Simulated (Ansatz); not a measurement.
System: dichlorosilane, sum formula SiH$_{2}$Cl$_{2}$, net charge 0, singlet state. 
Structure (B3LYP-D3(BJ)/def2-TZVP (Ansatz, a first-principles code) minimum search):
SMILES: [SiH2](Cl)Cl
```xyz
5

Si    -0.0248    -0.7650     0.0400
Cl     1.6947     0.3538    -0.0114
Cl    -1.6683     0.4617    -0.0313
H     -0.0563    -1.5128     1.3053
H     -0.0459    -1.6411    -1.1402
```

Basis-set convergence of Hartree-Fock and CCSD correlation energies (hartree) with Ansatz. Valence correlation only, unless marked. Spin-orbit coupling is left out. Non-relativistic.

```csv
basis,functions,E(HF),"E(corr, CCSD)"
cc-pV(D+d)Z,79,-1209.21285,-0.41305
cc-pV(T+d)Z,145,___,___
```

**Question.** Complete the blanks.

**Answer.** 
- cc-pV(T+d)Z, E(HF): -1209.26106
- cc-pV(T+d)Z, E(corr, CCSD): -0.54455
